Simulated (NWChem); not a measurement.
# C4H4F2; SMILES C=C=CC(F)F

```xyz
10

C      0.2824    -2.7894     0.0000
C     -0.1746    -1.5660     0.0000
C     -0.6189    -0.3342     0.0000
C      0.2861     0.8553     0.0000
F      0.0408     1.6233    -1.0870
F      0.0408     1.6233     1.0870
H      0.4782    -3.3198    -0.9377
H      0.4782    -3.3198     0.9377
H     -1.6944    -0.1190     0.0000
H      1.3528     0.5744     0.0000
```
Atoms are numbered in this order, from 1.

Results from NWChem. Pople sets run with spherical d functions. Geometry: optimised at PBE0/def2-SVP. Atomic charges in e: unrestrained fits to the electrostatic potential beside Mulliken populations; buried atoms are poorly determined by the fit.

For level B3LYP/def2-SVP:

```yaml
Mulliken C1: -0.18
Mulliken C3: -0.20
Mulliken C4: 0.47
Mulliken F5: -0.22
```

**Question.** What are these values for level Hartree-Fock/6-31G*?

**Answer.** The Mulliken C1 comes out as -0.50 and the Mulliken C3 is -0.39. The Mulliken C4 comes out as 0.74. The Mulliken F5 is -0.44.
